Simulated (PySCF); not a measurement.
C6H8, SMILES C#C[C@@H]1C[C@@H]1C.

Geometry: PBE-D3(BJ)/def2-SVP. The structure was generated by enumeration; whether it is a known compound was not checked.

These are PBE-D3(BJ)/def2-SVP (PySCF 2.14.0) values and carry that method's errors.

Harmonic, unscaled wavenumbers; measured fundamentals usually lie a few per cent lower.

```csv
mode,ν (cm⁻¹),IR (km/mol),moving atoms (share of kinetic energy)
1,138,0.2,"C 71 %, H 29 %"
2,169,0.4,"H 62 %, C 38 %"
3,215,0.6,"H 58 %, C 42 %"
4,319,4.3,"C 71 %, H 29 %"
5,361,2.7,"C 65 %, H 35 %"
6,506,2.8,"C 81 %, H 19 %"
7,561,0.4,"C 81 %, H 19 %"
8,599,41.8,"H 82 %, C 18 %"
9,652,37.0,"H 79 %, C 21 %"
10,753,7.1,"C 57 %, H 43 %"
11,776,6.0,"C 69 %, H 31 %"
12,820,4.1,"H 80 %, C 20 %"
13,890,7.1,"H 71 %, C 29 %"
14,921,0.9,"C 60 %, H 40 %"
15,1001,0.6,"H 54 %, C 46 %"
16,1013,5.2,"H 72 %, C 28 %"
17,1049,7.7,"H 74 %, C 26 %"
18,1084,7.8,"H 55 %, C 45 %"
19,1089,0.2,"H 66 %, C 34 %"
20,1149,2.7,"H 54 %, C 46 %"
21,1193,0.3,"H 72 %, C 28 %"
22,1310,3.2,"H 64 %, C 36 %"
23,1338,0.3,"H 70 %, C 30 %"
24,1368,3.0,"H 66 %, C 34 %"
25,1406,7.2,"H 92 %, C 8 %"
26,1414,6.0,H 93 %
27,1437,1.6,"H 54 %, C 46 %"
28,2159,22.9,"C 91 %, H 9 %"
29,2971,24.6,H 97 %
30,3054,14.8,"H 91 %, C 9 %"
31,3063,2.1,H 93 %
32,3065,6.9,H 94 %
33,3072,3.2,"H 92 %, C 8 %"
34,3082,20.3,"H 91 %, C 9 %"
35,3163,3.9,"H 89 %, C 11 %"
36,3410,80.8,"H 86 %, C 14 %"
```
